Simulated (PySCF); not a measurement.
# Orbital picture of InF

ωB97M-V at R = 2.007 Å; basis In def2-TZVPPD with ECP28, F def2-TZVPPD; scalar-relativistic core potentials; PySCF 2.14. State: ¹Σ⁺ (singlet), closed shell. Only the outer orbitals are listed, counted within each symmetry, core potentials removing the inner ones.

| orbital | occ. | ε (eV) | on In (%) | main shells (%) |
| --- | --- | --- | --- | --- |
| 6σ | 2 | -13.69 | 35 | 65 F p, 32 In s |
| 3π | 2 | -12.09 | 3 | 97 F p |
| 3π | 2 | -12.09 | 3 | 97 F p |
| 7σ | 2 | -9.73 | 79 | 66 In s, 22 F p, 12 In p |
| 4π | 0 | -0.19 | 105 | 104 In p |
| 4π | 0 | -0.19 | 105 | 104 In p |
| 8σ | 0 | 0.77 | 100 | 85 In s, 15 In p |

Problem. Which are the highest filled and the lowest empty level, where do they sit, and how wide is the gap?

Solution. Highest filled 7σ at -9.73 eV (in %: 66 In s, 22 F p, 12 In p); lowest empty 4π at -0.19 eV (in %: 104 In p); the gap at ωB97M-V is 9.54 eV.

```
bond order (Mayer)                              : 0.55
⟨S²⟩                                            : 0.000
charge on In (Mulliken, basis-dependent)        : 0.61
charge on In (Löwdin, basis-dependent)          : 0.72
dipole moment (positive dipole means In(−)F(+)) : -3.36 D
```

Shares are Mulliken populations and can fall outside 0 to 100 %.

Spin–orbit coupling is left out.
